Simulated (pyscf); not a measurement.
**•H₂C–CH(CH₃)–Cl, doublet**

Gas-phase minimum from PySCF at ωB97X-D3(BJ)/def2-SVP, one conformer. •H₂C–CH(CH₃)–Cl lies 6.2 kcal/mol over its isomer H₃C–C•(CH₃)–Cl (electronic energy, ωB97M-D3(BJ)/def2-TZVP). 

SMILES: ClC(C)[CH2]
```xyz
10

C      1.5631    -0.2926     0.0646
C      0.4331    -0.1543     1.0049
C     -0.8134     0.4770     0.4068
Cl    -0.0087    -1.8401     1.6079
H      1.3647    -0.4848    -0.9944
H      2.5775    -0.4444     0.4427
H      0.7424     0.3705     1.9200
H     -1.6312     0.4972     1.1413
H     -0.5932     1.5091     0.0901
H     -1.1482    -0.0970    -0.4709
```
Charge 0, spin multiplicity 2.

Bonds (Å): C1–C2 1.477, C1–H5 1.094, C1–H6 1.093, C2–C3 1.520, C2–Cl4 1.844, C2–H7 1.099, C3–H8 1.099, C3–H9 1.102, C3–H10 1.101. Angles (°): C2–C1–H5 119.6, C2–C1–H6 120.2, H5–C1–H6 118.6, C1–C2–C3 114.6, C1–C2–Cl4 107.8, C1–C2–H7 111.1, C3–C2–Cl4 108.2, C3–C2–H7 111.1, Cl4–C2–H7 103.4, C2–C3–H8 110.8, C2–C3–H9 109.8, C2–C3–H10 110.3, H8–C3–H9 108.9, H8–C3–H10 108.4 (the first ones only).

Properties at ωB97X-D3(BJ)/def2-SVP:

```
Item                                                                                                                                                                                                                                                        Value
---------------------------------------------------------------------------------------------------------------------  ------------------------------------------------------------------------------------------------------------------------------------------
Harmonic wavenumbers, unscaled                                                                                         216, 263, 301, 335, 423, 579, 646, 906, 936, 1031, 1165, 1179, 1244, 1367, 1419, 1453, 1473, 1479, 3072, 3141, 3170, 3171, 3186, 3294 cm⁻¹
Zero-point energy                                                                                                                                                                                                                                   50.7 kcal/mol
Rotational symmetry number                                                                                                                                                                                                                                      1
Entropy of this conformer at 298 K and 1 atm, rigid rotor and harmonic oscillator, modes under 100 cm⁻¹ raised to 100                                                                                                                             310.6 J/(mol K)
Dipole moment                                                                                                                                                                                                                                              1.91 D
Spin expectation value S2                                                                                                                                                                                                                                   0.755
```

Single-point totals, which compare only within one level:

```tsv
level	total energy (hartree)
ωB97X-D3(BJ)/def2-TZVP	-578.20212
PBE/def2-TZVP	-577.77248
r²SCAN/def2-TZVP	-578.02672
B3LYP-D3(BJ)/def2-TZVP	-578.16315
PBE0-D3(BJ)/def2-TZVP	-577.83717
M06-2X/def2-TZVP	-578.04955
ωB97M-D3(BJ)/def2-TZVP	-578.20709
```
